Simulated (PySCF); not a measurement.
Electron correlation in F⁺ (fluorine, charge +1)

[He] 2s2 2p4, high-spin 3P determinant. Calculation: PySCF 2.14, in x2c-TZVPall (5s3p2d1f, 31 functions); the spin-free X2C one-electron Hamiltonian (Gaussian nucleus). Frozen: 1s2; 6 electrons correlated.

MP2 pair energies summed by pair of shells (mhartree):

| pair | energy | share (%) |
| --- | --- | --- |
| 2p-2p | -66.48 | 47.2 |
| 2s-2p | -64.69 | 45.9 |
| 2s-2s | -9.71 | 6.9 |

Total MP2 correlation energy: -140.88 mhartree.

Same-spin part -34.11 and opposite-spin part -106.77 mhartree; SCS-MP2 scales them by 1/3 and 6/5 to -139.50 mhartree.

```json
{"level": "CCSD", "correlation energy (mhartree)": "-156.64"}
{"level": "(T)", "correlation energy (mhartree)": "-1.90"}
{"level": "CCSD(T)", "correlation energy (mhartree)": "-158.54"}
```

Diagnostics: T1 = 0.0041, D1 = 0.0077, largest double amplitude 0.028.

Cost of the coupled-cluster step: 0.39 s of wall time on 1 thread of Intel(R) Xeon(R) Platinum 8259CL CPU @ 2.50GHz (shared host), for 6 correlated electrons.

Iterations:

```
CC2 = 0
CCSD nocc = (np.int64(4), np.int64(2)), nmo = (30, 30)
frozen orbitals [[0], [0]]
max_cycle = 100
direct = 0
conv_tol = 1e-08
conv_tol_normt = 1e-06
diis_space = 8
diis_start_cycle = 0
Init t2, MP2 energy = -0.140884413932915
Init E_corr(UCCSD) = -0.14088441393613
cycle = 1  E_corr(UCCSD) = -0.153660203314477  dE = -0.0127757894  norm(t1,t2) = 0.0211943
cycle = 2  E_corr(UCCSD) = -0.155805757265073  dE = -0.00214555395  norm(t1,t2) = 0.00668196
cycle = 3  E_corr(UCCSD) = -0.156675731803946  dE = -0.000869974539  norm(t1,t2) = 0.00284885
cycle = 4  E_corr(UCCSD) = -0.156627377357842  dE = 4.83544461e-05  norm(t1,t2) = 0.000691846
cycle = 5  E_corr(UCCSD) = -0.1566391945969  dE = -1.18172391e-05  norm(t1,t2) = 0.00012992
cycle = 6  E_corr(UCCSD) = -0.156640199299913  dE = -1.00470301e-06  norm(t1,t2) = 2.97382e-05
cycle = 7  E_corr(UCCSD) = -0.156639776847361  dE = 4.22452552e-07  norm(t1,t2) = 6.41877e-06
cycle = 8  E_corr(UCCSD) = -0.156639795589835  dE = -1.87424736e-08  norm(t1,t2) = 1.09936e-06
cycle = 9  E_corr(UCCSD) = -0.156639795771179  dE = -1.81344467e-10  norm(t1,t2) = 1.33133e-07
UCCSD converged
E(UCCSD) = -99.08069986155357  E_corr = -0.1566397957711792
UCCSD(T) correction = -0.00190420004284939
```
